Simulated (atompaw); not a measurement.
## Which change was made? (Ir, PAW (atompaw))

| Property | Result |
| --- | --- |
| Element | Ir |
| Generator | atompaw 4.2.0.5 |
| Type | PAW |
| Functional | PBE |
| Relativity | scalar-relativistic |
| Frozen core | [Kr] 4d10 4f14 5s2 |
| Valence charge | 15 |
| Reference configuration | 5p6 5d7.5 6s1.5 6p0 |
| Partial waves | 6s (bound): rc 2.25 bohr; 6s channel at 2.1 Ry: rc 2.25 bohr; 5p (bound): rc 2.05 bohr; 6p (bound, empty): rc 2.25 bohr; 5d (bound): rc 2.25 bohr; 5d channel at 0.05 Ry: rc 2.25 bohr; 5f channel at 0.3 Ry: rc 1.75 bohr; 5f channel at 2.8 Ry: rc 2.25 bohr |
| Local potential | troulliermartins scheme with l = 4 at 1 Ry, radius 2.00 bohr |
| Core correction | smooth core density matched at 1.40 bohr |
| Augmentation charge | sinc compensation charge, radius 2.20 bohr; PAW radius 2.25 bohr; waves and projectors: custom polynom vanderbiltortho |

Cutoffs, loose and tight: the cutoffs (Ry, on a coarse ladder) from which the occupation-weighted sum of valence levels, in a spherical-Bessel basis at the reference potential, stays within 10 and 1 mRy of its value at 400 Ry. They see the waves, projectors and local potential, not the compensation charge or the core.

The base gives: outcome: generated; cutoff, loose: 30 Ry; cutoff, tight: 50 Ry; bound ghosts: s.

Q: After one change the result is: outcome: failed: atompaw: The overlap operator has at least one negative eigenvalue!. Which change was it?
A. all radii scaled by about 1.12 (s 2.52, p 2.30, d 2.52, f 1.96 bohr); local potential troulliermartins scheme with l = 4 at 1 Ry, radius 2.24 bohr; augmentation sinc compensation charge, radius 2.48 bohr; PAW radius 2.52 bohr; waves and projectors: custom polynom vanderbiltortho; core correction smooth core density matched at 1.58 bohr
B. all radii scaled by about 0.93 (s 2.10, p 1.92, d 2.10, f 1.64 bohr); local potential troulliermartins scheme with l = 4 at 1 Ry, radius 1.88 bohr; augmentation sinc compensation charge, radius 2.06 bohr; PAW radius 2.10 bohr; waves and projectors: custom polynom vanderbiltortho; core correction smooth core density matched at 1.32 bohr
C. all radii scaled by about 1.25 (s 2.80, p 2.56, d 2.80, f 2.18 bohr); local potential troulliermartins scheme with l = 4 at 1 Ry, radius 2.50 bohr; augmentation sinc compensation charge, radius 2.74 bohr; PAW radius 2.80 bohr; waves and projectors: custom polynom vanderbiltortho; core correction smooth core density matched at 1.74 bohr

A: C. The others give: all radii scaled by about 1.12 (s 2.52, p 2.30, d 2.52, f 1.96 bohr); local potential troulliermartins scheme with l = 4 at 1 Ry, radius 2.24 bohr; augmentation sinc compensation charge, radius 2.48 bohr; PAW radius 2.52 bohr; waves and projectors: custom polynom vanderbiltortho; core correction smooth core density matched at 1.58 bohr → outcome: generated; cutoff, loose: 25 Ry; cutoff, tight: 40 Ry; bound ghosts: s | all radii scaled by about 0.93 (s 2.10, p 1.92, d 2.10, f 1.64 bohr); local potential troulliermartins scheme with l = 4 at 1 Ry, radius 1.88 bohr; augmentation sinc compensation charge, radius 2.06 bohr; PAW radius 2.10 bohr; waves and projectors: custom polynom vanderbiltortho; core correction smooth core density matched at 1.32 bohr → outcome: generated; cutoff, loose: 35 Ry; cutoff, tight: 55 Ry; bound ghosts: s.
